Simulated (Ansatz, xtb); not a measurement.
This singlet lies 0.57 eV above the relaxed triplet at the level B3LYP/cc-pVTZ // B3LYP-D3(BJ)/def2-TZVP (Ansatz, a first-principles code); other levels give the other order.

A geometry relaxed with GFN2-xTB in xtb, charge 0, multiplicity 1:

```xyz
10

H     -2.0059    -1.4163     0.0944
C     -1.2497     0.5897    -0.0791
C      1.0977     0.8412    -0.0578
H      2.2584    -0.9595     0.1330
C     -1.0976    -0.8412     0.0578
C      1.2497    -0.5896     0.0791
C     -0.1419     1.3350    -0.1277
H      2.0060     1.4163    -0.0943
C      0.1419    -1.3349     0.1278
H     -2.2584     0.9594    -0.1330
```

Q: Write the SMILES of this molecule.

A: `[c]1cc[c]cc1`
